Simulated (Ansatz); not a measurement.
Telling isomers of CH5AgFNSi apart by their spectra

These gas-phase data were calculated for one isomer of CH5AgFNSi at B3LYP-D3(BJ)/def2-SVP (harmonic, unscaled wavenumbers; equilibrium rotational constants with average atomic masses):

```
rotational constants            : 3.151, 1.269, 1.002 GHz
all wavenumbers above 1500 cm⁻¹ : 3575, 3086, 3050, 2987, 2209
```

Candidates:

(1) `CN[Si@H](F)[Ag]`, a singlet
(2) `C[Si@](N)(F)[Ag]`, a singlet

Q: Which candidate do the data belong to?

A: Candidate (1). The band at 2209 cm⁻¹ lies where the Si–H stretch is expected; (2) has no mode between 2000 and 2380 cm⁻¹.

The same quantities for all candidates:

|  | rotational constants (GHz) | wavenumbers above 1500 cm⁻¹ | E above the lowest, B3LYP-D3(BJ)/def2-SVP (kcal/mol) |
| --- | --- | --- | --- |
| (1) | 3.151, 1.269, 1.002 | 3575, 3086, 3050, 2987, 2209 | 16.5 |
| (2) | 3.554, 1.151, 1.142 | 3652, 3546, 3139, 3115, 3024, 1538 | 0.0 |

Each candidate is one conformer. Atoms past krypton carry core potentials. Programs: Ansatz 0.2.0.
